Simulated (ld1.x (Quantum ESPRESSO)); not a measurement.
## V: one change to a TM potential, before and after

```
Element                 : V
Generator               : ld1.x (Quantum ESPRESSO) 7.5
Type                    : norm-conserving Troullier–Martins (Kleinman–Bylander form)
Functional              : PBE
Relativity              : non-relativistic
Frozen core             : [Ne] 3s2
Valence charge          : 11
Reference configuration : 3p6 3d2 4s0 4p0 (charge +3)
Partial waves           : 3p (bound): rc 1.15 bohr; 3d (bound): rc 1.75 bohr; 4s (bound, empty): rc 1.70 bohr
Local potential         : the s channel
Core correction         : Bessel-smoothed model core inside 0.85 bohr
```

Change: local potential the p channel.

Cutoffs: the cutoffs (Ry, on a coarse ladder) from which the occupation-weighted sum of valence levels, in a spherical-Bessel basis at the reference potential, stays within 10 and 1 mRy of its value at 400 Ry; they do not see the model core or the augmentation charge, which bear on the density cutoff. Errors are all-electron minus pseudo energies relative to the spin-unpolarised reference configuration.

Problem. How do hardness, ghosts and transferability respond?

Solution. The potential gets neither clearly harder nor softer (80 Ry and 110 Ry → 80 Ry and 110 Ry); a bound ghost appears in s, which as a rule spoils a file; of the 7 tests that both files solve, the error grows in 2 and shrinks in 5 by more than 15 % and 0.3 meV (median size 147.9 → 43.6 meV); the range in which the p phases agree widens (upper end -3.6 → -0.1); the range in which the d phases agree widens (upper end -1.6 → 0.4). In the separable form a ghost depends on how the local part lies against the semilocal potential of the channel, so the choice of the local part can create or remove one.

| quantity | base | changed |
| --- | --- | --- |
| cutoff, loose | 80 Ry | 80 Ry |
| cutoff, tight | 110 Ry | 110 Ry |
| bound ghosts | none | s |
| error for 3p6 3d3 4s2 4p0, meV [ΔE -50.90 eV] | +68 | -173 |
| error for 3p6 3d3 4s1 4p0, meV [ΔE -43.24 eV] | -72 | -84 |
| error for 3p6 3d3 4s0 4p0, meV [ΔE -29.07 eV] | -209 | -3.5 |
| error for 3p6 3d2 4s2 4p0, meV [ΔE -39.70 eV] | +80 | -44 |
| error for 3p6 3d1 4s0 4p0, meV [ΔE 46.11 eV] | -148 | +55 |
| error for 3p6 3d3 4s0 4p1, meV [ΔE -39.23 eV] | -877 | +0.9 |
| error for 3p6 3d2 4s2 4p1, meV [ΔE -44.91 eV] | -519 | -36 |
| s: phases at 1.91 bohr within 0.05 rad from the reference energy up to (Ry; the scan ends near 5) | -1.6 | -0.8 |
| p: phases at 1.91 bohr within 0.05 rad from the reference energy up to (Ry; the scan ends near 5) | -3.6 | -0.1 |
| d: phases at 1.91 bohr within 0.05 rad from the reference energy up to (Ry; the scan ends near 5) | -1.6 | 0.4 |

Base: These tests converged, but a pseudo level misses the all-electron one widely, so the file describes the atom poorly there or has found another state: 3p6 3d1 4s0 4p0: empty 4p by 3.2 eV (a node warning on the way). A true bound ghost makes a file unfit for plane-wave use even where its test errors are small: the radial tests pick states by their node count and pass the ghost by.
